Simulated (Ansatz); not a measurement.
One change: `[O]=[W]([OH])([OH])=[S]` becomes `[NH2][W](=[O])([OH])=[S]`.

Ansatz, PBE0-D4/def2-TZVP geometries, multiplicity 1. Each molecule was computed in one conformer, which needn't be the lowest.

Elements past krypton have def2 core potentials.

```csv
property,`[O]=[W]([OH])([OH])=[S]`
HOMO–LUMO gap (ωB97M-V/def2-TZVPP) / eV,9.58
HOMO–LUMO gap (PBE/def2-TZVPP) / eV,3.46
HOMO energy (ωB97M-V/def2-TZVPP) / eV,-9.73
HOMO energy (PBE/def2-TZVPP) / eV,-6.37
size of the dipole moment (B3LYP/def2-TZVPP) / D,2.79
LUMO energy (ωB97M-V/def2-TZVPP) / eV,-0.15
```

Q: What does the change do to each property? (Best estimate.)

A: Ansatz gave: 
| property | `[NH2][W](=[O])([OH])=[S]` | shift |
| --- | --- | --- |
| HOMO–LUMO gap (ωB97M-V/def2-TZVPP) / eV | 9.51 | -0.07 |
| HOMO–LUMO gap (PBE/def2-TZVPP) / eV | 3.37 | -0.09 |
| HOMO energy (ωB97M-V/def2-TZVPP) / eV | -9.50 | 0.23 |
| HOMO energy (PBE/def2-TZVPP) / eV | -6.15 | 0.22 |
| size of the dipole moment (B3LYP/def2-TZVPP) / D | 3.94 | 1.15 |
| LUMO energy (ωB97M-V/def2-TZVPP) / eV | 0.01 | 0.16 |

With PBE0 the HOMO rises by 0.24 eV and the LUMO rises by 0.16 eV, so the gap narrows by about 0.08 eV. PBE moves the HOMO by 0.22 eV and ωB97M-V by 0.23 eV. The zero-point energy changes by 31.9 kJ/mol with +3 modes. Dipoles are sizes alone; their direction can turn.

B3LYP here is the variant with VWN-RPA as its local correlation; programs differ in this.
